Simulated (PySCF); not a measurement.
# A ladder for the ionisation energy of Nb

Nb [Kr] 4d4 5s1 (6D) → Nb⁺ [Kr] 4d4 (5D). Scalar values calculated with PySCF 2.14 in aug-cc-pVTZ-DK (spin-free X2C; valence: [Kr] frozen). The spin-orbit shift comes from two-component X2C-1e calculations (generalised Hartree-Fock, GHF, and MP2 on its spinors, GMP2) in x2c-QZVPPall-2c: GMP2 gives 6.788 eV without and 6.781 eV with screened spin-orbit coupling, a shift of -0.006 eV (GHF: -0.006 eV). Sums use unrounded values; where a UHF row is shifted, it takes the GHF shift.

```csv
method,scalar (eV),plus spin-orbit shift (eV),error (eV)
UHF,5.991,5.985,-0.774
MP2 (valence),6.463,6.457,-0.302
SCS-MP2 (valence),6.148,6.142,-0.617
CCSD (valence),6.532,6.525,-0.234
CCSD(T) (valence),6.565,6.558,-0.201
LDA,7.346,7.339,0.581
PBE0,6.892,6.885,0.126
CAM-B3LYP,6.701,6.694,-0.065
MN15,6.646,6.640,-0.119
revPBE,7.054,7.048,0.289
```

Reference: 6.759 eV (measured; NIST Atomic Spectra Database, ionization energies).

The errors of the correlated levels include the incompleteness of the basis and the frozen core, so a lower level can come closer by cancellation.

A first-order Landé estimate from the scalar orbitals gives -0.013 eV instead; single two-component determinants are not pure J levels in LS coupling, so the shift is uncertain by about that difference.
